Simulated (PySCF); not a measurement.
SnH₂Cl₂, SMILES [Cl][SnH2][Cl]. Atoms are numbered in the order given.

```xyz
5

Sn     0.0000     0.0000    -0.5338
Cl     1.9037     0.0000     0.8680
Cl    -1.9037     0.0000     0.8680
H      0.0000    -1.4796    -1.4110
H      0.0000     1.4796    -1.4110
```
Charge 0, spin multiplicity 1.

Geometry: PBE-D3(BJ)/def2-SVP. The def2 effective core potentials stand for the cores of Sn; spin–orbit coupling is left out.

The numbers are results of IEF-PCM-PBE0/def2-SVP in PySCF, not measurements.

The values are the electrostatic part of the solvation free energy, E(continuum) − E(gas) at the gas-phase geometry, in a cavity of scaled van der Waals radii (PySCF's table); cavitation and dispersion terms are not included. A continuum can't describe solvent molecules that bind to the metal. In vacuum the orbital gap is 7.21 eV. The dipole moment in vacuum is 2.80 D.

```
solvent                    ε  ΔG(elec) (kcal/mol)  dipole (D)  gap (eV)
---------------------  -----  -------------------  ----------  --------
water                  78.36                 -4.1        3.75      7.33
dichloromethane         8.93                 -3.4        3.60      7.31
N,N-dimethylformamide  37.22                 -4.0        3.73      7.32
```
